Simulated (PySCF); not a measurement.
Computed with PBE0-D4/def2-TZVP (PySCF). All species are isolated molecules in the gas phase. One relaxed conformer stands for a flexible species; it need not be the lowest. 

Reference species (SMILES): `Cl[SiH3]` (neutral, multiplicity 1).

- HOMO = -9.03 eV
- LUMO = -0.08 eV
- HOMO–LUMO gap = 8.95 eV

Changed species: `N#CC[SiH2]Cl` (X = cyanomethyl; the reference has X = H).

Task: Predict the effect on the HOMO, LUMO and HOMO–LUMO gap.

Result: the HOMO stays essentially unchanged; the LUMO decreases by 0.25 eV, to -0.33 eV; the HOMO–LUMO gap falls by 0.24 eV, to 8.71 eV.
